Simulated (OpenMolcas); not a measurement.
Cu VI: input and output

Input:

```
&GATEWAY
Coord
1

Cu 0.0 0.0 0.0
Basis=ANO-RCC-VDZP
Group=XYZ
NoMove
AngMom=0.0 0.0 0.0
AMFI
RX2C
&SEWARD
* reference wave functions (RASSCF and RASSI steps not shown): 6 electrons in 5 orbitals (3d)
>>> COPY JOB001 $Project.JobIph
&CASPT2
Multistate=5 1 2 3 4 5
Frozen=2 3
IPEA=0.25
Imaginary=0.1
MaxIter=60
WThr=0.0 0.3 0.05
PrWF=0.5
NoMix
>>> COPY JOB002 $Project.JobIph
&CASPT2
Multistate=35 1 2 3 4 5 6 7 8 9 10 11 12 13 14 15 16 17 18 19 20 21 22
23 24 25 26 27 28 29 30 31 32 33 34 35
Frozen=2 3
IPEA=0.25
Imaginary=0.1
MaxIter=60
WThr=0.0 0.3 0.05
PrWF=0.5
NoMix
>>> COPY JOB003 $Project.JobIph
&CASPT2
Multistate=35 1 2 3 4 5 6 7 8 9 10 11 12 13 14 15 16 17 18 19 20 21 22
23 24 25 26 27 28 29 30 31 32 33 34 35
Frozen=2 3
IPEA=0.25
Imaginary=0.1
MaxIter=60
WThr=0.0 0.3 0.05
PrWF=0.5
NoMix
```

Launched by
```bash
OMP_NUM_THREADS=1 MOLCAS_MEM=2252 MOLCAS_PROJECT=a pymolcas a.inp > a.log  # once for each step of the input, in one work folder
```

Output, cut to the results:

```
--- CASPT2 ---
Orbital specifications:
      -----------------------

      Symmetry species                           1   2
                                                ag  au
      Frozen orbitals                            2   3
      Inactive orbitals                          1   3
      Active orbitals                            5   0
      Secondary orbitals                         7  13
      Deleted orbitals                           0   0
      Number of basis functions                 15  19
Type of calculation                        MS-CASPT2
      Fock operator                              state-specific
      IPEA shift                                 0.25
      Real shift                                 0.00
      Imaginary shift                            0.10
      The input orbitals will be transformed to quasi-canonical
Reference energy:       -1646.0393919224
      E2 (Non-variational):      -0.2708912492
      Shift correction:          -0.0000337833
      E2 (Variational):          -0.2709250325
      Total energy:           -1646.3103169550
      Residual norm:              0.0000001701
      Reference weight:           0.97218
      Contributions to the CASPT2 correlation energy
      Active & Virtual Only:         -0.0728694517
      One Inactive Excited:          -0.1382264034
      Two Inactive Excited:          -0.0597953941
Reference energy:       -1646.0393919224
      E2 (Non-variational):      -0.2708917893
      Shift correction:          -0.0000337967
      E2 (Variational):          -0.2709255860
      Total energy:           -1646.3103175085
      Residual norm:              0.0000001722
      Reference weight:           0.97218
      Contributions to the CASPT2 correlation energy
      Active & Virtual Only:         -0.0728707980
      One Inactive Excited:          -0.1382257247
      Two Inactive Excited:          -0.0597952667
::    CASPT2 Root  1     Total energy:  -1646.31031695
::    CASPT2 Root  2     Total energy:  -1646.31031751
::    CASPT2 Root  3     Total energy:  -1646.31031707
::    CASPT2 Root  4     Total energy:  -1646.31031950
::    CASPT2 Root  5     Total energy:  -1646.31031784
::    MS-CASPT2 Root  1     Total energy:  -1646.31031953
::    MS-CASPT2 Root  2     Total energy:  -1646.31031782
::    MS-CASPT2 Root  3     Total energy:  -1646.31031751
::    MS-CASPT2 Root  4     Total energy:  -1646.31031707
::    MS-CASPT2 Root  5     Total energy:  -1646.31031695
--- CASPT2 ---
Orbital specifications:
      -----------------------

      Symmetry species                           1   2
                                                ag  au
      Frozen orbitals                            2   3
      Inactive orbitals                          1   3
      Active orbitals                            5   0
      Secondary orbitals                         7  13
      Deleted orbitals                           0   0
      Number of basis functions                 15  19
Type of calculation                        MS-CASPT2
      Fock operator                              state-specific
      IPEA shift                                 0.25
      Real shift                                 0.00
      Imaginary shift                            0.10
      The input orbitals will be transformed to quasi-canonical
Reference energy:       -1645.8920425243
      E2 (Non-variational):      -0.2731825673
      Shift correction:          -0.0000332708
      E2 (Variational):          -0.2732158380
      Total energy:           -1646.1652583623
      Residual norm:              0.0000000530
      Reference weight:           0.97208
      Contributions to the CASPT2 correlation energy
      Active & Virtual Only:         -0.0711755615
      One Inactive Excited:          -0.1491693194
      Two Inactive Excited:          -0.0528376863
Reference energy:       -1645.8920425243
      E2 (Non-variational):      -0.2731762991
      Shift correction:          -0.0000333001
      E2 (Variational):          -0.2732095992
      Total energy:           -1646.1652521234
      Residual norm:              0.0000000499
      Reference weight:           0.97208
      Contributions to the CASPT2 correlation energy
      Active & Virtual Only:         -0.0711987917
      One Inactive Excited:          -0.1491343941
      Two Inactive Excited:          -0.0528431133
::    CASPT2 Root  1     Total energy:  -1646.16525836
::    CASPT2 Root  2     Total energy:  -1646.16525212
::    CASPT2 Root  3     Total energy:  -1646.16522080
::    CASPT2 Root  4     Total energy:  -1646.16527449
::    CASPT2 Root  5     Total energy:  -1646.16527095
::    CASPT2 Root  6     Total energy:  -1646.16537566
::    CASPT2 Root  7     Total energy:  -1646.16536013
::    CASPT2 Root  8     Total energy:  -1646.16520703
::    CASPT2 Root  9     Total energy:  -1646.16524427
::    CASPT2 Root 10     Total energy:  -1646.16535676
::    CASPT2 Root 11     Total energy:  -1646.16528894
::    CASPT2 Root 12     Total energy:  -1646.17132542
::    CASPT2 Root 13     Total energy:  -1646.17130638
::    CASPT2 Root 14     Total energy:  -1646.17132658
::    CASPT2 Root 15     Total energy:  -1646.15662752
::    CASPT2 Root 16     Total energy:  -1646.15678357
::    CASPT2 Root 17     Total energy:  -1646.15650095
::    CASPT2 Root 18     Total energy:  -1646.15681185
::    CASPT2 Root 19     Total energy:  -1646.15655641
::    CASPT2 Root 20     Total energy:  -1646.15678638
::    CASPT2 Root 21     Total energy:  -1646.15662886
::    CASPT2 Root 22     Total energy:  -1646.13267110
::    CASPT2 Root 23     Total energy:  -1646.13263875
::    CASPT2 Root 24     Total energy:  -1646.13296445
::    CASPT2 Root 25     Total energy:  -1646.13267003
::    CASPT2 Root 26     Total energy:  -1646.13271345
::    CASPT2 Root 27     Total energy:  -1646.13271140
::    CASPT2 Root 28     Total energy:  -1646.13274278
::    CASPT2 Root 29     Total energy:  -1646.13290931
...
```

Levels above the lowest, from the spin-orbit matrix with the single-state CASPT2 energies, averaged by term, on its diagonal:

| Configuration | Term | J | E (cm⁻¹) | Measured (cm⁻¹) | Term weight % | Second |
| --- | --- | --- | --- | --- | --- | --- |
| 3d⁶ | ⁵D | 4 | 0.0 | 0.0 | 100 |  |
| 3d⁶ | ⁵D | 3 | 1217 | 1196 | 100 |  |
| 3d⁶ | ⁵D | 2 | 2040 | 1987 | 100 |  |
| 3d⁶ | ⁵D | 1 | 2560 | 2490 | 99 |  |
| 3d⁶ | ⁵D | 0 | 2820 | 2733 | 99 |  |
| 3d⁶ | ³P | 2 | 30060 | 29285 | 99 |  |
| 3d⁶ | ³H | 6 | 32440 | 30418 | 99 |  |
| 3d⁶ | ³H | 5 | 32960 | 31009 | 96 | 4 ³G |
| 3d⁶ | ³H | 4 | 33130 | 31288 | 76 | 16 ³F |
| 3d⁶ | ³P | 1 | 33620 | 32685 | 99 |  |
| 3d⁶ | ³F | 4 | 34440 | 32756 | 77 | 20 ³H |
| 3d⁶ | ³F | 3 | 34890 | 33296 | 96 | 4 ³G |
| 3d⁶ | ³P | 0 | 34920 | 33868 | 97 | 2 ¹S |
| 3d⁶ | ³F | 2 | 35350 | 33740 | 99 |  |
| 3d⁶ | ³G | 5 | 39860 | 37378 | 96 | 4 ³H |
| 3d⁶ | ³G | 4 | 41000 | 38469 | 92 | 5 ³F |
| 3d⁶ | ³G | 3 | 41360 | 38907 | 96 | 4 ³F |
| 3d⁶ | ¹I | 6 | 49440 | 46406 | 99 |  |
| 3d⁶ | ³D | 2 | 49750 | 46714 | 96 | 3 ¹D |
| 3d⁶ | ³D | 1 | 49760 | 46848 | 100 |  |
| 3d⁶ | ³D | 3 | 50150 | 47119 | 100 |  |
| 3d⁶ | ¹G | 4 | 50440 | 47612 | 97 |  |
| 3d⁶ | ¹S | 0 | 56450 | 53787 | 98 | 2 ³P |
| 3d⁶ | ¹D | 2 | 57990 | 54747 | 96 | 3 ³D |

Against the 23 measured excited levels shown (Sugar and Musgrove, J. Phys. Chem. Ref. Data 19, 527 (1990)) the mean absolute deviation is 1800 cm-1; the largest miss in energy is 3d⁶ ¹D₂: computed 57990, measured 54747 cm⁻¹ (+5.9 %).

CASPT2 breaks the degeneracy within a term, and the mean is taken; among the terms shown or strongly mixed into the levels shown the widest spread is 230 cm-1 (3d⁶ ¹G). Some high roots are left out of the spin-orbit mixing, which shifts the levels that they would mix with. The CASPT2 spread within a term exceeds the gap to the next term for 3d⁶ ¹G and 3d⁶ ³D, so the order of their levels is uncertain. The basis is small and was not contracted for so high a charge. Computed and measured levels are paired by configuration, term and J; levels that our copy of the source lacks, or whose pairing is in doubt (as where it misses far off the trend of its configuration), stay unpaired and out of the deviations. Only configurations of the active space appear. The first state left out of the spin-orbit step lies near 87000 cm-1 above the lowest spin-free state of the reference (among the parities and spins computed), and the list stops at four fifths of that energy or lower. The table shows the lowest 24 of 25 levels.

The CASPT2 steps took 8.2 s on 1 thread of Arm Neoverse V1 (shared host); the integral step is not counted.

The term weight is that of the spin-free term in the level, not the purity of its configuration.
